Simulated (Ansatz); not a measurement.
Geometry optimisation, UKS r2SCANh/STO-3G in Ansatz 0.2.0.

input.yaml

```yaml
crystal:
  periodic: [false, false, false]
  atoms:
    - { symbol: F, position_ang: [-0.744, -0.1243, 1.6525] }
    - { symbol: C, position_ang: [-0.4236, 0.4912, 0.4641] }
    - { symbol: Al, position_ang: [-0.9709, 2.3722, 0.1244] }
    - { symbol: C, position_ang: [0.3524, -0.1807, -0.4507] }
    - { symbol: Si, position_ang: [0.7809, -1.9572, -0.1887] }
    - { symbol: H, position_ang: [-0.5227, 3.1007, -1.2295] }
    - { symbol: H, position_ang: [-1.745, 3.1735, 1.244] }
    - { symbol: H, position_ang: [0.6085, 0.2944, -1.3886] }
    - { symbol: H, position_ang: [-0.4186, -2.7596, 0.0592] }
    - { symbol: H, position_ang: [1.6282, -2.0336, 1.0514] }
    - { symbol: H, position_ang: [1.5202, -2.4336, -1.3175] }
magnetization:
  spin_polarized: true
basis:
  gaussian: { orbitals: STO-3G }
hamiltonian:
  xc: r2scanh
relax:
  f_tol: 0.02
  max_steps: 40
```

Command:

```bash
$ ansatz run input.yaml --threads 1 --pin off --max-ram 2048MiB --backend cpu --events-out ev --progress --plain --runs-dir out
```

Q: Where does it end, and by what steps?

A: The forces met the threshold. Limits of this set-up: minimal basis. After 5 steps the energy has fallen by 0.365 eV; H6 moved furthest, 0.12 Å.

| step | energy less start (eV) | largest force component (eV/Å) | accepted |
| --- | --- | --- | --- |
| 0 | 0.0000 | 1.720 | yes |
| 1 | -0.2624 | 0.861 | yes |
| 2 | -0.3247 | 0.801 | yes |
| 3 | -0.3592 | 0.141 | yes |
| 4 | -0.3632 | 0.074 | yes |
| 5 | -0.3645 | 0.020 | yes |

```xyz
11
Properties=species:S:1:pos:R:3
F -0.757 -0.074 1.601
C -0.409 0.563 0.422
Al -0.938 2.388 0.151
C 0.299 -0.174 -0.469
Si 0.784 -1.936 -0.153
H -0.543 3.029 -1.142
H -1.712 3.101 1.215
H 0.588 0.306 -1.408
H -0.382 -2.763 0.049
H 1.608 -2.040 1.029
H 1.526 -2.458 -1.274
```

Whether the end is a true minimum wasn't checked by a vibrational analysis.

Time of the run: 46 s on 1 thread of Intel(R) Xeon(R) Platinum 8259CL CPU @ 2.50GHz (Skylake/Cascade Lake), with other jobs on the host, peak memory 0.24 GiB.
